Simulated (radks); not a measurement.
Question: All-electron atom: K III in [Ne] 3s2 3p5. All-electron calculation, Dirac Kohn-Sham, BLYP, spin-unpolarised, spherical densities, point nucleus; open shells are shared between the two j in proportion to 2j + 1; speed of light set to 13703.6 atomic units (100 times the physical value, a model run). Program: a radial shooting solver on a logarithmic mesh with Libxc functionals.

Spin-orbit splittings of the eigenvalues, e(l+1/2) - e(l-1/2), with zeta = 2 splitting/(2l+1) and mean radii in bohr:

| shell | occ. | splitting (eV) | zeta (eV) | <r> j=l-1/2 | <r> j=l+1/2 |
|---|---|---|---|---|---|
| 2p | 6 | 0.0002872 | 0.0001915 | 0.3511 | 0.3511 |
| 3p | 5 | ? | ? | 1.357 | 1.357 |

Estimate the 3p splitting.

Answer: 0.00002979 eV (zeta = 0.00001986 eV).
